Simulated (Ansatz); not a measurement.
`O[Si](F)([SiH3])Cl` + HCl → `O[Si](F)(Cl)Cl` + SiH₄  (cleavage of the Si–Si bond)

Gas-phase electronic energies from Ansatz, PBE0-D4/def2-TZVP geometries. CCSD(T)/CBS is the MP2 limit (def2-TZVPP, def2-QZVPP) plus CCSD(T) − MP2 in def2-TZVPP, frozen cores. This one scheme is used for every species. Functionals use def2-TZVPP. B3LYP here is the variant with VWN-RPA as its local correlation; programs differ in this. One conformer a species, not always the lowest.

`O[Si](F)([SiH3])Cl`:

Cartesian coordinates in Å:
```
O -0.443 1.240 -1.419
Si 0.297 0.790 -0.045
F -0.033 1.829 1.117
Si -0.401 -1.354 0.538
Cl 2.335 0.882 -0.282
H -0.136 2.017 -1.892
H 0.008 -2.296 -0.533
H 0.250 -1.733 1.818
H -1.877 -1.376 0.697
```

HCl:

Cartesian coordinates in Å:
```
Cl -0.465 0.111 0.425
H 0.465 -0.111 -0.425
```

`O[Si](F)(Cl)Cl`:

Cartesian coordinates in Å:
```
O 0.006 -0.427 1.255
Si -0.102 0.207 -0.223
F 0.816 1.484 -0.363
Cl 0.503 -1.103 -1.645
Cl -2.012 0.768 -0.511
H 0.789 -0.929 1.488
```

SiH₄:

Z-matrix (Å, degrees):
```
Si
H 1 1.485
H 1 1.485 2 109.5
H 1 1.485 2 109.5 3 -120.0
H 1 1.485 2 109.5 3 120.0
```

Task: Is it downhill or uphill in electronic energy at CCSD(T)/CBS, and by how much? (An estimate is asked.)

Result: The calculation gave: Downhill: ΔE = -23.8 kcal/mol.

Task: What do these levels give: B97M-V, B3LYP-D4, r2SCAN0-D4, CAM-B3LYP-D4, revPBE, PBE0, LC-ωPBE, RPA@PBE/def2-TZVPP, MP2/def2-SVP, HF/def2-QZVPP, MP2/def2-QZVPP, SCS-MP2/def2-QZVPP? (An estimate is asked.)

Result: The calculation gave: B97M-V -24.8, B3LYP-D4 -23.0, r2SCAN0-D4 -24.6, CAM-B3LYP-D4 -23.9, revPBE -20.3, PBE0 -22.1, LC-ωPBE -23.0, RPA@PBE/def2-TZVPP -23.3, MP2/def2-SVP -25.9, HF/def2-QZVPP -27.6, MP2/def2-QZVPP -26.0, SCS-MP2/def2-QZVPP -25.9 kcal/mol.

Task: What do rigid-rotor, harmonic-oscillator terms from PBE0-D4/def2-TZVP frequencies (298.15 K, 1 bar) make of the CCSD(T)/CBS value? (Best estimate.)

Result: The calculation gave: ΔZPE = +0.6 kcal/mol, ΔH = -23.8 kcal/mol, ΔS = -13 J/(mol·K), ΔG = -22.9 kcal/mol.

Largest T1 diagnostic among the species: 0.012.

In def2-TZVPP, CCSD(T) changes the Hartree–Fock value by +3.8 kcal/mol (the triples alone add +0.3 kcal/mol) and MP2 by +1.6 kcal/mol. From PBE to PBE0 (25 % exact exchange), in def2-TZVPP and without D4, ΔE moves by −1.7 kcal/mol.
